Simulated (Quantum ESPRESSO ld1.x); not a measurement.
Task: These are the eigenvalues of the occupied orbitals of an atom or ion with whole-number occupations (eV). Method: scalar-relativistic Kohn-Sham, PW91, spin-unpolarised, spherical densities, point nucleus; computed with ld1.x of Quantum ESPRESSO 7.5.

1s: -34440.3
2s: -5412.53
2p: -4863.32
3s: -1156.18
3p: -978.802
3d: -715.708
4s: -258.484
4p: -202.196
4d: -119.947
5s: -73.8994
5p: -59.2860

Which element is it, and in what charge state? The configuration may be excited.

Result: Z = 54, xenon, charge +5: Xe5+ in [Kr] 4d10 5s2 5p1. The list shows which subshells hold electrons but not how many an open one holds; the 1s level, -1265.7 hartree, gives Z - s = 50.3 by -(Z - s)^2/2, which with screening and relativity narrows Z to a few neighbours, and the depths of the outer levels then fix element, charge and occupations together.
